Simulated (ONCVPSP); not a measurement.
**An all-electron radial function and its pseudo partner (thulium (Tm))**

Columns: radius, all-electron u(r) and pseudo u(r) of the 5p shell (level -33.62 eV) of thulium in the configuration [Kr] 4d10 4f13 5s2 5p6 6s1; PBE, scalar-relativistic, ONCV scheme, ONCVPSP 4.0.1.

```json
{"r (bohr)": "0.103", "all-electron": "0.1187", "pseudo": "0.0110"}
{"r (bohr)": "0.205", "all-electron": "0.2179", "pseudo": "0.0438"}
{"r (bohr)": "0.308", "all-electron": "-0.2593", "pseudo": "0.0998"}
{"r (bohr)": "0.410", "all-electron": "-0.4724", "pseudo": "0.1781"}
{"r (bohr)": "0.513", "all-electron": "-0.3482", "pseudo": "0.2780"}
{"r (bohr)": "0.615", "all-electron": "-0.0616", "pseudo": "0.3928"}
{"r (bohr)": "0.718", "all-electron": "0.2522", "pseudo": "0.5168"}
{"r (bohr)": "0.820", "all-electron": "0.5175", "pseudo": "0.6378"}
{"r (bohr)": "0.923", "all-electron": "0.7170", "pseudo": "0.7477"}
{"r (bohr)": "1.025", "all-electron": "0.8469", "pseudo": "0.8350"}
{"r (bohr)": "1.128", "all-electron": "0.9196", "pseudo": "0.8952"}
{"r (bohr)": "1.230", "all-electron": "0.9460", "pseudo": "0.9245"}
{"r (bohr)": "1.332", "all-electron": "0.9388", "pseudo": "0.9250"}
{"r (bohr)": "1.435", "all-electron": "0.9072", "pseudo": "0.9005"}
{"r (bohr)": "1.538", "all-electron": "0.8597", "pseudo": "0.8573"}
{"r (bohr)": "1.640", "all-electron": "0.8031", "pseudo": "0.8025"}
{"r (bohr)": "1.743", "all-electron": "0.7410", "pseudo": "0.7409"}
{"r (bohr)": "1.845", "all-electron": "0.6779", "pseudo": "0.6779"}
{"r (bohr)": "1.948", "all-electron": "0.6150", "pseudo": "0.6149"}
{"r (bohr)": "2.050", "all-electron": "0.5551", "pseudo": "0.5550"}
{"r (bohr)": "2.153", "all-electron": "0.4979", "pseudo": "0.4978"}
{"r (bohr)": "2.255", "all-electron": "0.4452", "pseudo": "0.4452"}
{"r (bohr)": "2.358", "all-electron": "0.3963", "pseudo": "0.3962"}
{"r (bohr)": "2.460", "all-electron": "0.3520", "pseudo": "0.3519"}
{"r (bohr)": "2.562", "all-electron": "0.3119", "pseudo": "0.3118"}
{"r (bohr)": "2.665", "all-electron": "0.2754", "pseudo": "0.2753"}
```

Task: How many radial nodes do the two functions have?

Result: The all-electron 5p function has n − l − 1 = 3 (the table is too coarse to show those close to the nucleus); the pseudo-wave has 0, since the states of the same l below it are removed with the core.

Task: At about which radius was the pseudo-wave matched?

Result: 2.05 bohr. The columns agree to 0.0005 from 1.74 bohr on; several derivatives are matched, so the curves merge somewhat inside the radius.

Task: Is the pseudo-wave norm-conserving?

Result: Yes: the ONCV scheme keeps the norm inside the radius equal to the all-electron one, which fixes the energy derivative of the logarithmic derivative at the level.
